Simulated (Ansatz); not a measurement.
TiO₄⁻. The state is a doublet with charge -1. Geometry PBE0-D4/def2-SVP, that of the neutral singlet; atoms count from 1.

```tsv
atom	x (Å)	y (Å)	z (Å)
Ti1	-0.001	0.000	0.000
O2	-0.315	1.730	0.406
O3	0.950	1.254	0.885
O4	-0.006	-1.292	-1.260
O5	-0.628	-1.692	-0.031
```

The structure holds 2 bonds between oxygen atoms, so isomers without such links may lie far lower. The highest occupied level of the charge -1 doublet lies above zero (up to 0.70 eV). By energy differences its removal costs 1.35 eV (vertical, to the charge 0 singlet, at PBE0-D4/def2-TZVPD); a positive level beside a positive removal energy at the same level points to self-interaction error. The structure comes from a short search, and lower isomers may exist.

Question: Estimate the Mulliken populations from the PBE0/def2-TZVPD orbitals of Ansatz.

Answer: 
```json
{"atom": "Ti1", "charge (e)": "1.49", "spin (α − β)": "1.07", "d electrons": "2.39"}
{"atom": "O2", "charge (e)": "-0.62", "spin (α − β)": "-0.02", "d electrons": "–"}
{"atom": "O3", "charge (e)": "-0.62", "spin (α − β)": "-0.02", "d electrons": "–"}
{"atom": "O4", "charge (e)": "-0.62", "spin (α − β)": "-0.02", "d electrons": "–"}
{"atom": "O5", "charge (e)": "-0.62", "spin (α − β)": "-0.02", "d electrons": "–"}
```
Mulliken values and Mayer orders depend strongly on the basis. With diffuse functions, as here, like atoms can get unlike values, and bond orders can come out too low or too high.

Question: Where does the spin sit?

Answer: Summed by element: Ti 1.07, O -0.07, of 1 unpaired in all. Largest on single atoms: Ti1 1.07, O5 -0.02, O2 -0.02.

Question: And the Mayer bond orders between bonded heavy atoms (over 0.3)?

Answer: Ti1–O2 0.63 (1.80 Å); Ti1–O3 0.63 (1.80 Å); Ti1–O4 0.63 (1.80 Å); Ti1–O5 0.63 (1.81 Å); O2–O3 0.63 (1.43 Å); O4–O5 0.63 (1.43 Å).
